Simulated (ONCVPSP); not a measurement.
**u(r) = r·R(r): atom against pseudo-atom (lithium (Li))**

Columns: radius, all-electron u(r) and pseudo u(r) of the 2s shell (level -4.08 eV) of lithium in the configuration [He] 2s0.75; LDA (Perdew-Zunger), scalar-relativistic, ONCV scheme, ONCVPSP 4.0.1.

```json
{"r (bohr)": "0.118", "all-electron": "-0.1434", "pseudo": "0.0166"}
{"r (bohr)": "0.235", "all-electron": "-0.1971", "pseudo": "0.0338"}
{"r (bohr)": "0.353", "all-electron": "-0.1986", "pseudo": "0.0523"}
{"r (bohr)": "0.470", "all-electron": "-0.1696", "pseudo": "0.0718"}
{"r (bohr)": "0.588", "all-electron": "-0.1230", "pseudo": "0.0926"}
{"r (bohr)": "0.705", "all-electron": "-0.0677", "pseudo": "0.1144"}
{"r (bohr)": "0.822", "all-electron": "-0.0087", "pseudo": "0.1381"}
{"r (bohr)": "0.940", "all-electron": "0.0513", "pseudo": "0.1642"}
{"r (bohr)": "1.058", "all-electron": "0.1096", "pseudo": "0.1924"}
{"r (bohr)": "1.175", "all-electron": "0.1644", "pseudo": "0.2216"}
{"r (bohr)": "1.292", "all-electron": "0.2155", "pseudo": "0.2515"}
{"r (bohr)": "1.410", "all-electron": "0.2629", "pseudo": "0.2820"}
{"r (bohr)": "1.528", "all-electron": "0.3060", "pseudo": "0.3130"}
{"r (bohr)": "1.645", "all-electron": "0.3444", "pseudo": "0.3445"}
{"r (bohr)": "1.763", "all-electron": "0.3790", "pseudo": "0.3765"}
{"r (bohr)": "1.880", "all-electron": "0.4093", "pseudo": "0.4069"}
{"r (bohr)": "1.998", "all-electron": "0.4360", "pseudo": "0.4347"}
{"r (bohr)": "2.115", "all-electron": "0.4587", "pseudo": "0.4583"}
{"r (bohr)": "2.232", "all-electron": "0.4779", "pseudo": "0.4779"}
{"r (bohr)": "2.350", "all-electron": "0.4939", "pseudo": "0.4939"}
{"r (bohr)": "2.468", "all-electron": "0.5068", "pseudo": "0.5068"}
{"r (bohr)": "2.585", "all-electron": "0.5167", "pseudo": "0.5167"}
{"r (bohr)": "2.702", "all-electron": "0.5239", "pseudo": "0.5239"}
{"r (bohr)": "2.820", "all-electron": "0.5286", "pseudo": "0.5286"}
{"r (bohr)": "2.938", "all-electron": "0.5310", "pseudo": "0.5310"}
{"r (bohr)": "3.055", "all-electron": "0.5313", "pseudo": "0.5313"}
```

(1) How many radial nodes do the two functions have?

(2) At about which radius was the pseudo-wave matched?

(3) Is the pseudo-wave norm-conserving?

## Answers

(1) The all-electron 2s function has n − l − 1 = 1; the pseudo-wave has 0, since the states of the same l below it are removed with the core.

(2) 2.35 bohr. The columns agree to 0.0005 from 2.12 bohr on; several derivatives are matched, so the curves merge somewhat inside the radius.

(3) Yes: the ONCV scheme keeps the norm inside the radius equal to the all-electron one, which fixes the energy derivative of the logarithmic derivative at the level.
